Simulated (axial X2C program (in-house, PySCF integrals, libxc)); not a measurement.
## AlSe⁻ along the bond: PBE0, 2c

All values were computed with an axial X2C code built on PySCF integrals. Two-component (2c) means X2C with spin–orbit coupling and atomic mean-field two-electron Coulomb and Gaunt terms. Basis: Se dyall-acv3z [9s10p7d5f1g], Al dyall-av3z [9s9p3d2f] (cores contracted in-house); Gaussian nuclei, density fitting, unrestricted open shells. Masses: Se 79.917 u, Al 26.982 u.

State: Ω = 0 (closed shell). Dipoles are positive if Al is the positive end and refer to the centre of mass.

```json
{"R (Å)": "1.947", "μ (D)": "-2.984", "HOMO (eV)": "-0.53", "LUMO (eV)": "2.58"}
{"R (Å)": "2.037", "μ (D)": "-2.613", "HOMO (eV)": "-0.65", "LUMO (eV)": "2.57"}
{"R (Å)": "2.104", "μ (D)": "-2.321", "HOMO (eV)": "-0.73", "LUMO (eV)": "2.57"}
{"R (Å)": "2.171", "μ (D)": "-2.019", "HOMO (eV)": "-0.80", "LUMO (eV)": "2.55"}
{"R (Å)": "2.238", "μ (D)": "-1.711", "HOMO (eV)": "-0.87", "LUMO (eV)": "2.54"}
{"R (Å)": "2.316", "μ (D)": "-1.349", "HOMO (eV)": "-0.93", "LUMO (eV)": "2.51"}
{"R (Å)": "2.395", "μ (D)": "-0.987", "HOMO (eV)": "-0.97", "LUMO (eV)": "2.48"}
{"R (Å)": "2.495", "μ (D)": "-0.527", "HOMO (eV)": "-0.94", "LUMO (eV)": "2.43"}
{"R (Å)": "2.619", "μ (D)": "0.015", "HOMO (eV)": "-0.80", "LUMO (eV)": "2.34"}
{"R (Å)": "2.797", "μ (D)": "0.748", "HOMO (eV)": "-0.63", "LUMO (eV)": "2.19"}
```

(1) The minimum lies at 2.232 Å. What is the dipole moment there?

The state is a single determinant with fixed occupations, the lowest that a limited PBE0 search found. Closed shells are restricted here (equal orbitals for both partners); the stretched side of such a curve lies too high. The LUMO of an anion is an unbound level whose energy the basis sets.

## Answers

(1) At PBE0, 2c, with the sign and origin stated: μ = -1.74 D.
